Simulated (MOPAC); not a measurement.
Input file for MOPAC: PM6 on H4N2Si (SMILES N[Si]N), a point of a torsion scan.

```
PM6 1SCF PRECISE CHARGE=0 THREADS=1
H4N2Si

N      1.53342600 1    -0.05790008 1    -0.09814215 1
Si     0.68926066 1     0.25238146 1     1.37518942 1
N      0.33842909 1    -1.37054739 1     1.81010362 1
H      1.34385944 1    -0.85760809 1    -0.68788946 1
H      1.90784069 1     0.70279301 1    -0.63993005 1
H      0.58949143 1    -2.18302976 1     1.26239470 1
H     -0.16985871 1    -1.61580603 1     2.64113452 1
```

The log:

```
*******************************************************************************
 **                                                                           **
 **                              MOPAC v23.2.5                                **
 **                                                                           **
 *******************************************************************************
 ** MOPAC's Digital Object Identifier: https://doi.org/10.5281/zenodo.6511958 **
 **                                                                           **
 ** Please cite the open-source release paper for use of this MOPAC version:  **
 ** J. E. Moussa and J. J. P. Stewart (2026)                                  **
 ** MOPAC: An open-source semiempirical molecular orbital program             **
 ** J. Open Source Softw., 11(119), 8025, https://doi.org/10.21105/joss.08025 **
 *******************************************************************************

                              PM6 CALCULATION RESULTS

 *******************************************************************************
 *  PM6        - The PM6 Hamiltonian to be used
 *
 *
 *
 *                 CHARGE ON SYSTEM = 0
 *
 *
 *
 *  PRECISE    - TIGHTER CRITERIA TO BE USED
 *  1SCF       - DO 1 SCF AND THEN STOP
 *  THREADS=1  - MULTI-THREADING NOT USED
 *  T=         - A TIME OF 172800.0 SECONDS REQUESTED
 *  DUMP=N     - RESTART FILE WRITTEN EVERY 7200.0 SECONDS REQUESTED
 *******************************************************************************
PM6 1SCF PRECISE CHARGE=0 THREADS=1
 H4N2Si

   ATOM   CHEMICAL          X               Y               Z
  NUMBER   SYMBOL      (ANGSTROMS)     (ANGSTROMS)     (ANGSTROMS)

     1       N          1.53342600  *  -0.05790008  *  -0.09814215  *
     2      Si          0.68926066  *   0.25238146  *   1.37518942  *
     3       N          0.33842909  *  -1.37054739  *   1.81010362  *
     4       H          1.34385944  *  -0.85760809  *  -0.68788946  *
     5       H          1.90784069  *   0.70279301  *  -0.63993005  *
     6       H          0.58949143  *  -2.18302976  *   1.26239470  *
     7       H         -0.16985871  *  -1.61580603  *   2.64113452  *



          CARTESIAN COORDINATES

    NO.       ATOM           X           Y           Z

     1         N          1.5334     -0.0579     -0.0981
     2        Si          0.6893      0.2524      1.3752
     3         N          0.3384     -1.3705      1.8101
     4         H          1.3439     -0.8576     -0.6879
     5         H          1.9078      0.7028     -0.6399
     6         H          0.5895     -2.1830      1.2624
     7         H         -0.1699     -1.6158      2.6411

 General Reference for PM6:
 "Optimization of Parameters for Semiempirical Methods V: Modification of NDDO Approximations
 and Application to 70 Elements", J. J. P. Stewart, J. Mol. Mod., 13, 1173-1213 (2007)
 URL: https://link.springer.com/article/10.1007/s00894-007-0233-4

           Empirical Formula: H4 N2 Si  =     7 atoms



      MOLECULAR POINT GROUP   :   C1


      RHF CALCULATION, NO. OF DOUBLY OCCUPIED LEVELS = 9


 -------------------------------------------------------------------------------
 PM6 1SCF PRECISE CHARGE=0 THREADS=1
 H4N2Si



     1SCF WAS SPECIFIED, SO BFGS WAS NOT USED
     SCF FIELD WAS ACHIEVED


                              PM6 CALCULATION
                                                       MOPAC v23.2.5 Linux




          FINAL HEAT OF FORMATION =         27.53537 KCAL/MOL =     115.20797 KJ/MOL


          COSMO AREA              =         99.41 SQUARE ANGSTROMS
          COSMO VOLUME            =         86.46 CUBIC ANGSTROMS

          IONIZATION POTENTIAL    =          7.575610 EV
          HOMO LUMO ENERGIES (EV) =         -7.576 -0.004
          NO. OF FILLED LEVELS    =          9
          MOLECULAR WEIGHT        =         60.1305         POINT GROUP:  C1

          MOLECULAR DIMENSIONS (Angstroms)

            Atom       Atom       Distance
            H     7    H     5     4.52307
           Si     2    H     6     2.11752
            N     3    H     4     0.42319


          SCF CALCULATIONS        =          1





   ATOM   CHEMICAL          X               Y               Z
  NUMBER   SYMBOL      (ANGSTROMS)     (ANGSTROMS)     (ANGSTROMS)

     1       N          1.53342600  *  -0.05790008  *  -0.09814215  *
     2      Si          0.68926066  *   0.25238146  *   1.37518942  *
     3       N          0.33842909  *  -1.37054739  *   1.81010362  *
     4       H          1.34385944  *  -0.85760809  *  -0.68788946  *
     5       H          1.90784069  *   0.70279301  *  -0.63993005  *
     6       H          0.58949143  *  -2.18302976  *   1.26239470  *
     7       H         -0.16985871  *  -1.61580603  *   2.64113452  *

                             CARTESIAN COORDINATES

   1    N        1.533426000    -0.057900080    -0.098142150
   2   Si        0.689260660     0.252381460     1.375189420
   3    N        0.338429090    -1.370547390     1.810103620
   4    H        1.343859440    -0.857608090    -0.687889460
   5    H        1.907840690     0.702793010    -0.639930050
   6    H        0.589491430    -2.183029760     1.262394700
   7    H       -0.169858710    -1.615806030     2.641134520


           Empirical Formula: H4 N2 Si  =     7 atoms



      MOLECULAR POINT GROUP   :   C1


                  EIGENVALUES
 -30.67822 -29.72212 -17.20871 -16.62650 -16.00552 -13.43903 -10.70653  -9.61077
  -7.57561  -0.00384   0.06535   0.49713   2.50808   2.85060   3.01258   3.21586
   4.20839   6.13196   6.68073   7.14688   7.37810


              NET ATOMIC CHARGES AND DIPOLE CONTRIBUTIONS

  ATOM NO.   TYPE          CHARGE      No. of ELECS.   s-Pop       p-Pop       d-Pop
    1          N          -0.593673        5.5937     1.50594     4.08774
    2         Si           0.264167        3.7358     1.77037     1.30429     0.66117
    3          N          -0.581502        5.5815     1.49264     4.08886
    4          H           0.223307        0.7767     0.77669
    5          H           0.230616        0.7694     0.76938
    6          H           0.225450        0.7745     0.77455
    7          H           0.231633        0.7684     0.76837
 DIPOLE           X         Y         Z       TOTAL
 POINT-CHG.    -0.439     0.010    -0.172     0.472
 HYBRID         0.062    -1.363    -0.956     1.666
 SUM           -0.378    -1.353    -1.128     1.801


          ATOMIC ORBITAL ELECTRON POPULATIONS

     Atom    s        px        py        pz      x^2-y^2     xz        z^2       yz        xy
    1  N   1.50594   1.58050   1.21043   1.29681
    2 Si   1.77037   0.34361   0.54559   0.41509   0.11534   0.13751   0.17938   0.11695   0.11200
    3  N   1.49264   1.54926   1.24963   1.28997
    4  H   0.77669
    5  H   0.76938
    6  H   0.77455
    7  H   0.76837

 **********************
 *                    *
 * JOB ENDED NORMALLY *
 *                    *
 **********************




 == MOPAC DONE ==
```

The run finished.

Cost: about 0.03 core-seconds (a rough figure).
